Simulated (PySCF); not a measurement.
# Electron correlation in Se³⁺ (selenium, charge +3)

[Ar] 3d10 4s2 4p1, 2P determinant. All numbers are calculated (PySCF 2.14, a scalar-relativistic core potential, in aug-cc-pwCVTZ-PP with ECP10MDF (8s7p6d4f1g, 96 functions)). Frozen: 3s2 3p6 3d10; 3 electrons correlated.

```tsv
level	correlation energy (mhartree)
CCSD	-58.46
(T)	-0.72
CCSD(T)	-59.18
```

Diagnostics: T1 = 0.0076, D1 = 0.0175, largest double amplitude 0.093.

Cost of the coupled-cluster step: about 40 core-seconds, for 3 correlated electrons.
